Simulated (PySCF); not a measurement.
# Working out the ionisation energy of Ca⁺

Ca⁺ [Ar] 4s1 (2S) → Ca²⁺ [Ar] (1S). All numbers are calculated (PySCF 2.14, the spin-free X2C one-electron Hamiltonian (Gaussian nucleus), in x2c-QZVPPall (11s7p4d3f, 73 functions)). Frozen: [Ne]. Energies in hartree (1 hartree = 27.21139 eV):

| part | Ca⁺ (lower) | Ca²⁺ (upper) |
| --- | --- | --- |
| UHF | -679.447616 | -679.030239 |
| MP2 opposite-spin | -0.153029 | -0.143472 |
| MP2 same-spin | -0.057812 | -0.050113 |

Task: What does Hartree-Fock give?

Result: (-679.030239) − (-679.447616) = 0.417377 hartree = 11.357 eV.

Task: What do MP2 and SCS-MP2 (6/5 opposite-spin, 1/3 same-spin) give?

Result: The opposite-spin parts differ by 0.260 eV and the same-spin parts by 0.210 eV. MP2: 11.357 + (0.260) + (0.210) = 11.827 eV. SCS-MP2: 11.357 + 1.2 × (0.260) + (0.210)/3 = 11.739 eV.

Measured between the centres of the two terms (NIST): 11.872 eV, so MP2 (valence and next inner shell) is off by -0.045 eV.

What remains against the reference includes basis incompleteness, the frozen core and correlation beyond second order.
